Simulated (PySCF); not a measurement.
A mixed set of molecules. Method: PySCF, TDDFT CAM-B3LYP/def2-SVPD, vertical, gas phase, core orbitals frozen in the response. Geometries: PBE0-D3(BJ)/def2-SVP; one conformer of each isolated species. Triplets are in the Tamm–Dancoff approximation.

**Question.** Rank by computed lowest singlet excitation energy, highest first.
A. `C=C=C(C)C=C`
B. `C/C=C\C=C\C`
C. `BCN(C)[SiH2]N(C)C`
D. `C1(=C)CCCC1`
E. `CC(C)(C)CC(Cl)(Cl)Cl`
F. `C[Si](Cl)(Cl)Cl`
G. `C[CH2][Al]([CH3])[CH2]C`
H. `CO[SiH2]P[SiH2]C`

**Answer.** F (7.79 eV), D (6.67 eV), E (6.48 eV), H (6.11 eV), B (5.63 eV), A (5.44 eV), G (5.09 eV), C (3.96 eV).

| SMILES | S1 (eV) | α (au) | HOMO (eV) | T1 (eV) | gap (eV) | S1 mainly |
| --- | --- | --- | --- | --- | --- | --- |
| C[Si](Cl)(Cl)Cl | 7.79 | 76.3 | -10.61 | 7.34 | 11.14 | H→L (70%) |
| C=C1CCCC1 | 6.67 | 70.3 | -8.19 | 4.07 | 9.50 | H→L (97%) |
| CC(C)(C)CC(Cl)(Cl)Cl | 6.48 | 113.4 | -10.05 | 5.84 | 10.35 | H→L (85%) |
| CO[SiH2]P[SiH2]C | 6.11 | 111.7 | -8.44 | 5.40 | 9.27 | H→L+1 (61%) |
| C/C=C\C=C\C | 5.63 | 83.5 | -7.38 | 3.09 | 7.97 | H→L (98%) |
| C=C=C(C)C=C | 5.44 | 82.1 | -7.80 | – | 8.20 | H→L+2 (38%) |
| C[CH2][Al]([CH3])[CH2]C | 5.09 | 88.3 | -8.28 | 4.80 | 8.59 | H→L (96%) |
| BCN(C)[SiH2]N(C)C | 3.96 | 107.8 | -7.50 | 3.71 | 7.24 | H→L (84%) |

H and L stand for HOMO and LUMO; a dash means that no computed state gives the value.
